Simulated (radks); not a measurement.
All-electron atom: Cl1.5+ in [Ne] 3p(up 2.5, down 2.5) 3s(up 0.5, down 0) (fractional occupations, a model configuration).

All-electron calculation, scalar-relativistic Kohn-Sham, r2SCAN, spin-polarised, spherical densities, finite nucleus; meta-GGA in the generalised Kohn-Sham scheme; Fermi nuclear charge, rms radius 3.3654 fm. Program: a radial shooting solver on a logarithmic mesh with Libxc functionals.

Energy parts (hartree):
total: -459.90120
kinetic: 462.01133
electron-nucleus: -1085.40636
Hartree: 191.02518
exchange-correlation: -27.53135

Orbitals (lengths in bohr, moments of r in powers of bohr; <r^-3> diverges for s and p1/2; r(90%) holds 90 % of the orbital's charge):
1s up: occ. 1; eigenvalue (hartree) -102.4827; <r^4> 0.0003213; r(90%) 0.162; <r^2> 0.01114
1s down: occ. 1; eigenvalue (hartree) -102.4770; <r^4> 0.0003213; r(90%) 0.162; <r^2> 0.01114
2s up: occ. 1; eigenvalue (hartree) -10.29975; <r^4> 0.09715; r(90%) 0.691; <r^2> 0.2322
2s down: occ. 1; eigenvalue (hartree) -10.29511; <r^4> 0.09691; r(90%) 0.691; <r^2> 0.2321
2p up: occ. 3; eigenvalue (hartree) -7.97819; <r^4> 0.08963; r(90%) 0.673; <r^2> 0.2049; <r^-3> 102.7
2p down: occ. 3; eigenvalue (hartree) -7.97222; <r^4> 0.08927; r(90%) 0.673; <r^2> 0.2048; <r^-3> 102.7
3s up: occ. 0.5; eigenvalue (hartree) -1.49448; <r^4> 9.672; r(90%) 2.19; <r^2> 2.453
3s down: occ. 0; eigenvalue (hartree) -1.45476; <r^4> 10.12; r(90%) 2.21; <r^2> 2.503
3p up: occ. 2.5; eigenvalue (hartree) -0.98919; <r^4> 16.28; r(90%) 2.49; <r^2> 3.095; <r^-3> 9.373
3p down: occ. 2.5; eigenvalue (hartree) -0.95797; <r^4> 17.36; r(90%) 2.53; <r^2> 3.186; <r^-3> 9.093

The highest occupied level is 3p down at -26.068 eV. The configuration is held as typed, so some empty levels lie below it. The density falls to 0.001 e/bohr^3 at r = 3.47 bohr.
